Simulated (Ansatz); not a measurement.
Molecule: ZnCl2 (charge 0, singlet). SMILES: [Cl][Zn][Cl]
Geometry: optimised at B3LYP-D3(BJ)/def2-TZVP (Ansatz, a program for electronic structure).

Quantity: atomisation energy (electronic, to ground-state atoms), in eV. Correlated levels leave the core frozen unless marked. UHF or UKS for open shells. Spin-orbit coupling is left out. Frozen are the shells of the preceding noble gas and the d and f shells that filled before the atom's block. Non-relativistic. The coupled-cluster limit lacks core correlation, which all-electron functionals hold. CBS marks a two-point X^-3 extrapolation of the correlation energy; Hartree-Fock from the larger set. The bracket is a focal-point correction in the basis named.

| level | program | atomisation energy (eV) |
|---|---|---|
| PBE0/6-31G* | Ansatz | … |
| PBE0/def2-TZVPD | Ansatz | 6.70 |
| BHLYP/def2-TZVPD | Ansatz | … |
| LC-wPBE-D3(BJ)/def2-TZVPD | Ansatz + dftd3 | 6.97 |
| wB97X-V/def2-TZVPD | Ansatz | … |
| RI-MP2/CBS(def2-TZVPPD,def2-QZVPPD)+[CCSD(T)-MP2]/def2-TZVPPD | Ansatz | 6.78 |

### Question
Fill in the missing entries.

### Answer

- PBE0/6-31G*, atomisation energy (eV): 7.23
- BHLYP/def2-TZVPD, atomisation energy (eV): 6.22
- wB97X-V/def2-TZVPD, atomisation energy (eV): 6.87
